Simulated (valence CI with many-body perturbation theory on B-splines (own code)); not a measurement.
## S⁺ in brief

Computed by configuration interaction combined with many-body perturbation theory (CI+MBPT): five valence electrons over a frozen Dirac-Fock core [Ne], a basis of 10 s, 10 p, 9 d, 7 f, 4 g, 2 h functions for each j, with the one-electron correlation potential Σ1, the two-electron term Σ2, the three-electron term Σ3, Breit, model QED; selected CI, second order for the rest, scaled by the run's own slope (own B-spline code, finite nucleus).

Against 49 measured levels this calculation errs by 60 cm⁻¹ on average and by 187 at most. Among the levels kept, up to 890 cm⁻¹ of a level comes from second order outside the variational space, and about a tenth of that is noise between levels of different J, which matters for small intervals.

Rates and lifetimes use the calculated energies. Strong lines usually hold to 10 to 20 %, long lifetimes can be off by a factor of two.

What is the ground level?

3s²3p³ ⁴S°_3/2, composition 94 % 3s²3p³ ⁴S° + 2 % 3s3p³3d ⁴S°, g = 2.002.

Among levels below 136242 cm⁻¹, which E1 lines absorb most strongly from the ground level?

to 3s²3p²3d ⁴P_5/2 at 76.55 nm, f = 1.19; to 3s²3p²3d ⁴P_3/2 at 76.42 nm, f = 0.798; to 3s²3p²3d ⁴P_1/2 at 76.35 nm, f = 0.397.

What is the ionisation energy?

23.329 eV; NIST lists 23.3379 eV (measured).

Where does the other parity begin?

At 3s3p⁴ ⁴P_5/2, 79296 cm⁻¹.

What are the static dipole polarisabilities of the lowest levels?

3s²3p³ ⁴S°_3/2 10.4; 3s²3p³ ²D°_3/2 10.8 (tensor -0.091); 3s²3p³ ²D°_5/2 10.8 (tensor -0.093); 3s²3p³ ²P°_1/2 11.0 bohr³, of which the core gives 0.0721.
